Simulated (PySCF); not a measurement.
## Correlation energy of Pt (platinum, neutral)

Starting occupation: [Xe] 4f14 5d8 6s1 7s1, 5d3/2 with m_j = -1/2, +1/2, +3/2, 5d5/2 with m_j = -3/2, -1/2, +1/2, +3/2, +5/2, 6s1/2 with m_j = +1/2, 7s1/2 with m_j = +1/2. Calculation: PySCF 2.14, in x2c-SVPall-2c with one added diffuse shell each of s, d type (8s9p10d2f, 99 functions); X2C-1e with screened-nucleus spin-orbit coupling, Gaussian nucleus. Frozen: [Kr] 4d10 4f14; 18 electrons correlated; the 22 highest virtual spinors left out.

MP2 pair energies summed by pair of shells (mhartree):

```csv
pair,energy,share (%)
5d-5d,-118.23,48.9
5d-5p,-66.41,27.5
5p-5p,-25.25,10.4
5d-6s,-15.71,6.5
5d-5s,-5.24,2.2
5p-5s,-4.67,1.9
5p-6s,-3.39,1.4
5s-5s,-1.74,0.7
5d-7s,-0.41,0.2
5s-6s,-0.38,0.2
6s-7s,-0.12,0.1
5p-7s,-0.11,0.0
5s-7s,-0.03,0.0
```

Total MP2 correlation energy: -241.69 mhartree.

The GHF reference relaxed away from the jj start to a determinant that is no pure jj level (⟨S²⟩ = 6.02, ⟨J²⟩ = 30.01); the energies belong to that determinant.

This basis was not built for core-valence correlation, so the inner-shell part is incomplete.
